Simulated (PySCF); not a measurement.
boron oxyfluoride (BFO), SMILES O=BF.

Geometry: PBE0-D3(BJ)/def2-TZVP.

Two levels are set side by side: TDA-PBE/def2-TZVPD (PySCF) and TDA-B3LYP/def2-TZVPD (PySCF). Vertical, same geometry. The lowest singlet is HOMO→LUMO 100 % with PBE and HOMO−1→LUMO 99 % with the other functional; states are paired by order. Differences are taken from unrounded values.

| quantity | TDA-B3LYP | TDA-PBE | TDA-PBE minus TDA-B3LYP |
|---|---|---|---|
| lowest singlet excitation (eV) | 7.72 | 7.32 | -0.40 |
| lowest triplet excitation (TDA) (eV) | 7.29 | 6.91 | -0.38 |

A lower first singlet is the usual sign of a functional without exact exchange. Differences between two approximate levels are no errors against the true value.

Rough cost on one machine, each run with all the roots and properties that it gave: TDA-B3LYP against TDA-PBE within a factor of 2.
